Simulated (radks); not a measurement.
Problem. The mean radii <r> (bohr) of the occupied orbitals of an atom or ion are listed with their occupations. All-electron calculation, scalar-relativistic Kohn-Sham, exchange-only LDA, spin-polarised, spherical densities, point nucleus. Program: a radial shooting solver on a logarithmic mesh with Libxc functionals.

| orbital | occ. | <r> |
|---|---|---|
| 1s down | 1 | 0.01687 |
| 1s up | 1 | 0.01687 |
| 2s up | 1 | 0.07115 |
| 2s down | 1 | 0.07115 |
| 2p up | 3 | 0.06425 |
| 2p down | 3 | 0.06425 |
| 3s up | 1 | 0.1839 |
| 3s down | 1 | 0.1838 |
| 3p up | 3 | 0.1851 |
| 3p down | 3 | 0.1850 |
| 3d up | 5 | 0.1676 |
| 3d down | 5 | 0.1675 |
| 4s up | 1 | 0.4034 |
| 4s down | 1 | 0.4036 |
| 4p up | 3 | 0.4277 |
| 4p down | 3 | 0.4280 |
| 4d up | 5 | 0.4467 |
| 4d down | 5 | 0.4471 |
| 4f up | 7 | 0.4578 |
| 4f down | 5 | 0.4588 |
| 5s up | 1 | 0.8169 |
| 5s down | 1 | 0.8182 |

Name the element and its charge. Open shells, if any, are filled with parallel spins first.

Solution. Z = 79, gold, charge +19: Au19+ in [Kr] 4d10 4f12 5s2. The 1s radius gives Z: for a bare nucleus <r> = (2 gamma + 1)/(2Z) with gamma = sqrt(1 - (Z/c)^2), 0.01667 bohr for Z = 79, and screening makes it slightly larger (0.01687 here). The occupations add up to 60, and the charge is Z minus that.
